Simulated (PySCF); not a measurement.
## Calculated data, B2H6N, CH5BN

All values are calculated (PySCF 2.14.0). Calculation on a computer-drawn molecule: the log of a Hartree-Fock and frozen-core CCSD(T) single point meant for a local Hartree-Fock minimum, with one planted fault or none, to be diagnosed. Offsets are logged minus clean, where the clean run is the same molecule without the fault. The reference is restricted for singlets and unrestricted otherwise, and also for a bond in bohr or an excited solution. Adding or removing an electron swaps singlet and doublet. The excited solution moves the top pair (singlet) or top alpha electron (doublet) to the lowest empty orbital. Highest occupied and lowest empty are orbital energies over both spins, largest force is the largest gradient component, triples share is (T) over the correlation energy, the T1 limit is 0.02 restricted and 0.045 unrestricted, electrons count all cores, a negative frequency is imaginary (commonest isotopes), and the dipole is about the centre of nuclear charge.

Common to all runs: logged SCF converged yes; logged spin squared 0; logged CC converged yes; logged SCF stable within its kind yes; possible faults no fault, one electron removed, one electron added, multiplicity raised by two, geometry at a saddle point, SCF held on an excited solution, minimal basis STO-3G, one bond length entered in bohr, all coordinates scaled.

(1) B2H6N

Logged structure:
```xyz
9
B2H6N
B     -0.3808    -1.7168     0.6198
N      0.4953    -0.7947     0.2480
B      0.3776     0.4132    -0.6755
H     -0.0651    -2.5822     1.3632
H     -1.4874    -1.7110     0.2317
H      1.3792    -0.8963     0.6296
H      1.1705     0.3114    -1.5837
H     -0.7352     0.4763    -1.1117
H      0.6370     1.4232    -0.0620
```

| Quantity | Value |
| --- | --- |
| meant charge | -1 |
| meant multiplicity | 1 |
| meant basis | aug-cc-pVDZ |
| logged electrons | 24 |
| logged basis functions | 123 |
| logged highest occupied | -4.3792 eV |
| logged lowest empty | 3.651 eV |
| logged largest force | 0.032765 hartree/bohr |
| logged T1 diagnostic | 0.013836 |
| logged D1 diagnostic | 0.047213 |
| logged triples share | 0.030677 |
| logged dipole magnitude | 3.5982 debye |
| logged energy HF | -107.34983 hartree |
| logged energy CCSD(T) | -107.80869 hartree |
| planted fault | all coordinates scaled, by -3.3 % |
| HF energy offset from clean run | 5.06 kcal/mol |
| CCSD(T) energy offset from clean run | 7.694 kcal/mol |

Drawn bonds:
```tsv
atom	other atom	order
1	2	1
2	3	1
1	4	1
1	5	1
2	6	1
3	7	1
3	8	1
3	9	1
```

(2) CH5BN

Logged structure:
```xyz
8
CH5BN
B     -1.1824     0.3313     0.0933
N      0.1449     0.7580     0.0050
C      1.2738    -0.0300    -0.2110
H     -1.4385    -0.8315    -0.0597
H     -2.0360     1.1446     0.3181
H      0.3424     1.7289     0.1403
H      2.1941     0.4608    -0.4926
H      1.1139    -1.0697    -0.4542
```

| Quantity | Value |
| --- | --- |
| meant charge | 0 |
| meant multiplicity | 2 |
| meant basis | cc-pVDZ |
| logged electrons | 22 |
| logged basis functions | 67 |
| logged highest occupied | -18.592 eV |
| logged lowest empty | -5.609 eV |
| logged largest force | 0.14979 hartree/bohr |
| logged T1 diagnostic | 0.020302 |
| logged D1 diagnostic | 0.077585 |
| logged triples share | 0.031241 |
| logged dipole magnitude | 3.3753 debye |
| logged energy HF | -119.64702 hartree |
| logged energy CCSD(T) | -120.06479 hartree |
| planted fault | one electron removed |
| HF energy offset from clean run | 161.5 kcal/mol |
| CCSD(T) energy offset from clean run | 167.9 kcal/mol |

Drawn bonds:
```tsv
atom	other atom	order
1	2	1
2	3	1
1	4	1
1	5	1
2	6	1
3	7	1
3	8	1
```

Notes: T1 above single-reference limit.
